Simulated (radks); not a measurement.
Results of a calculation; reference values are marked as such.
Question: The beryllium ion Be2+, [He]. Level of theory: non-relativistic Kohn-Sham, exchange-only PBE, spin-polarised, spherical densities, point nucleus (a radial shooting solver on a logarithmic mesh with Libxc functionals). Every spin shell is full or empty, so the densities are truly spherical. Functionals are evaluated on that one density, not self-consistently. Rank these orbital-free kinetic functionals by their error against the exact value of the orbitals, and give that value: Thomas-Fermi, von Weizsacker, TF + vW, TF + vW/9, TF + vW/5, LC94, APBEK, revAPBEK, Perdew 92, Thakkar, LKT, PG1, DePristo-Kress, Ernzerhof.

Answer: Exact: 13.5740 hartree. From best to worst, with 100 (|E| - |E exact|)/|E exact| (equal figures are ties): von Weizsacker 0.00, APBEK +1.10, LC94 +1.21, Thakkar +1.46, DePristo-Kress +1.61, TF + vW/9 +1.63, Perdew 92 +1.65, revAPBEK +1.98, Ernzerhof +5.23, Thomas-Fermi -9.49, TF + vW/5 +10.51, PG1 +53.57, LKT +61.06, TF + vW +90.51.
